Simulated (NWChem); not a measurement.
System: CH5ClOSi; SMILES C([SiH2]Cl)O

Here is an NWChem input.

```
start job
memory heap 200 mb stack 900 mb global 1100 mb
geometry units angstroms noautosym nocenter noautoz
  O      0.940295    -1.973480     0.267938
  C     -0.181424    -1.499602    -0.479653
  Si    -0.856611     0.162910     0.150171
  Cl     0.499756     1.703827    -0.183993
  H      0.642268    -2.162777     1.171099
  H     -1.000135    -2.240877    -0.510213
  H      0.168585    -1.388491    -1.511644
  H     -2.126640     0.518799    -0.535902
  H     -1.078878     0.074688     1.617197
end
basis spherical
  O library 6-31g*
  C library 6-31g*
  Si library 6-31g*
  Cl library 6-31g*
  H library 6-31g*
end
dft
  xc hfexch
  iterations 150
  mulliken
end
task dft energy
esp
  recalculate
  probe 0.07
  range 0.3
  factor 1.0
  spacing 0.02
end
task esp
```

All runs use the structure optimised with B3LYP/6-31G* (spherical d).

Atomic charges in e: unrestrained fits to the electrostatic potential beside Mulliken populations; buried atoms are poorly determined by the fit.

Atoms are numbered as in the input.

Question: Give the results of this calculation. (Hartree-Fock/6-31G* (spherical d).) Quantities: ESP O1; Mulliken O1; ESP C2; Mulliken C2; ESP Si3; Mulliken Si3; ESP Cl4; Mulliken Cl4; relative RMS misfit of the potential (%).

Answer: The ESP O1 is -0.67. The Mulliken O1 comes out as -0.76 and the ESP C2 is 0.26. The Mulliken C2 comes out as -0.26 and the ESP Si3 is 0.56. The Mulliken Si3 comes out as 0.84 and the ESP Cl4 is -0.29. The Mulliken Cl4 is -0.37 and the relative RMS misfit of the potential (%) is 22.
